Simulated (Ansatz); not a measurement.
Gas-phase electronic energies from Ansatz, PBE0-D4/def2-TZVP geometries. CCSD(T)/CBS is the MP2 limit (def2-TZVPP, def2-QZVPP) plus CCSD(T) − MP2 in def2-TZVPP, frozen cores. This one scheme is used for every species. One conformer a species, not always the lowest.

`NBOC[SiH2]F` + `C=N` → `N=CBN` + `OC[SiH2]F`  (formal exchange of groups at a B–O bond)

| species | HF/CBS(def2) energy (Eh) |
| --- | --- |
| `NBOC[SiH2]F` | -584.62829 |
| `C=N` | -94.07691 |
| `N=CBN` | -174.46342 |
| `OC[SiH2]F` | -504.19396 |

Q: Work out ΔE.

A: ΔE = (-174.46342) + (-504.19396) − (-584.62829) − (-94.07691) = 0.04782 Eh = +30.0 kcal/mol. CCSD(T)/CBS gives +27.1 kcal/mol.

Largest T1 diagnostic among the species: 0.013.

In def2-TZVPP, CCSD(T) changes the Hartree–Fock value by −2.4 kcal/mol (the triples alone add −0.3 kcal/mol) and MP2 by −1.9 kcal/mol. From PBE to PBE0 (25 % exact exchange), in def2-TZVPP and without D4, ΔE moves by +1.2 kcal/mol.
